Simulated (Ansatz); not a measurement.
Calculated with Ansatz (gas phase, PBE0-D4/def2-TZVP geometries, no zero-point term in ΔE). CCSD(T)/CBS is frozen-core, at the limit of the def2 triple- and quadruple-zeta sets. DFT in def2-TZVPP. No spin–orbit coupling; open shells (•) take unrestricted orbitals. Spin–orbit coupling would lower the free atoms: a little for F, Si. One conformer a species, not always the lowest.

`N[SiH](F)F` → 2 F• + 3 H• + N• + Si•  (atomization)

CCSD(T)/CBS gives +650.2 kcal/mol.

Problem. Another level gave +647.6 kcal/mol. Which?
A. SCS-MP2/def2-TZVPP
B. ωB97X-V/def2-TZVPP
C. r2SCANh-D4/def2-TZVPP
D. MP2/def2-TZVPP

Solution. B. ωB97X-V 647.6, r2SCANh-D4 637.2, SCS-MP2/def2-TZVPP 641.1, MP2/def2-TZVPP 645.5 kcal/mol.

Largest T1 diagnostic among the species: 0.012.

From BLYP to BHLYP (50 % exact exchange), in def2-TZVPP and without D4, ΔE moves by −19.7 kcal/mol: exact exchange takes away binding that semilocal exchange gives to molecules. At CCSD(T), def2-SVP lies −62.6 kcal/mol from the extrapolated value and def2-TZVPP −22.4 kcal/mol: correlation converges slowly with the basis, and small sets miss more of it in the bonded molecule than in its fragments.

CCSD(T)/CBS has its own doubt, a few kJ/mol and more with outer-core shells, so smaller differences from it don't rank the levels.
